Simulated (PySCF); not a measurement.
Method: PySCF with M06-2X/def2-TZVP. Gas-phase values, no solvent. One relaxed conformer stands for a flexible species; it need not be the lowest. 

Reference species (SMILES): `[CH3][Ga]([CH3])[CH3]` (neutral, multiplicity 1).

```
Property                   Value
----------------------  --------
HOMO                    -8.56 eV
S1 oscillator strength     0.000
```

Changed species: `[OH][Ga]([OH])[OH]` (3 of 3 CH3 replaced by OH; the reference has 0 of 3 CH3 replaced by OH).

Q: What does the change do to the HOMO and S1 oscillator strength?

A: the HOMO falls by 2.19 eV, to -10.75 eV; the S1 oscillator strength hardly moves.
